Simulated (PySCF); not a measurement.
## Basis and Hamiltonian dependence of the excitation energy of C⁺

C⁺ [He] 2s2 2p1 (2P) → C⁺ [He] 2s2 3d1 (2D). Calculated with PySCF 2.14 from differences of total energies of unrestricted determinants, without spin-orbit coupling. Values in eV.

| basis | Hamiltonian | functions | UHF | PBE | PBE0 | MP2 (valence) | CCSD(T) (valence) | CCSD(T) (valence and next inner shell) |
| --- | --- | --- | --- | --- | --- | --- | --- | --- |
| aug-cc-pVDZ | non-relativistic | 23 | 19.964 | 19.191 | 19.444 | 19.703 | 19.902 | n/a |
| aug-cc-pwCVDZ | non-relativistic | 27 | 19.891 | 19.101 | 19.360 | 19.653 | 19.854 | 19.869 |
| ANO-RCC-VTZP | spin-free X2C | 30 | 23.280 | 21.966 | 22.314 | 22.573 | n/a | 23.141 |
| def2-TZVPPD | non-relativistic | 37 | 18.445 | 17.989 | 18.194 | 18.414 | 18.480 | 18.499 |
| x2c-TZVPPall with one added diffuse shell each of s, p, d type | spin-free X2C | 40 | 18.465 | 18.001 | 18.207 | 18.431 | 18.500 | 18.519 |
| dyall-av2z | non-relativistic | 42 | 19.777 | 19.019 | 19.274 | 19.578 | 19.768 | n/a |
| aug-cc-pVTZ | non-relativistic | 46 | 18.610 | 18.096 | 18.312 | 18.480 | 18.566 | n/a |
| aug-cc-pVTZ-DK | spin-free X2C | 46 | 18.606 | 18.093 | 18.309 | 18.477 | 18.563 | n/a |
| aug-cc-pwCVTZ | non-relativistic | 59 | 18.613 | 18.106 | 18.320 | 18.492 | 18.579 | 18.634 |
| aug-cc-pCVTZ-DK | spin-free X2C | 59 | 18.609 | 18.105 | 18.318 | 18.484 | n/a | 18.611 |
| dyall-av3z | spin-free X2C | 71 | 18.507 | 18.033 | 18.241 | 18.388 | 18.460 | n/a |
| x2c-QZVPPall with one added diffuse shell each of s, p, d, f type | spin-free X2C | 73 | 18.280 | 17.880 | 18.076 | 18.225 | 18.259 | 18.298 |
| aug-cc-pCVTZ-DK with one added diffuse shell each of s, p, d, f type | spin-free X2C | 75 | 17.948 | 17.715 | 17.888 | 17.942 | 17.939 | 17.979 |
| aug-cc-pVQZ with one added diffuse shell each of s, p, d, f, g type | non-relativistic | 105 | 17.961 | 17.707 | 17.885 | 17.971 | n/a | n/a |

Frozen in the all-electron rows: valence: 1s2; valence and next inner shell: nothing.

At UHF, aug-cc-pVDZ, aug-cc-pwCVDZ, ANO-RCC-VTZP, dyall-av2z, aug-cc-pCVTZ-DK with one added diffuse shell each of s, p, d, f type, aug-cc-pVQZ with one added diffuse shell each of s, p, d, f, g type lie more than 0.3 eV from the median of the rows with comparable relativity. Of these, ANO-RCC-VTZP has no diffuse functions of the l that the added or promoted electron needs.

Reference for a calculation without spin-orbit coupling: 18.041 eV (measured, between term centres; NIST).
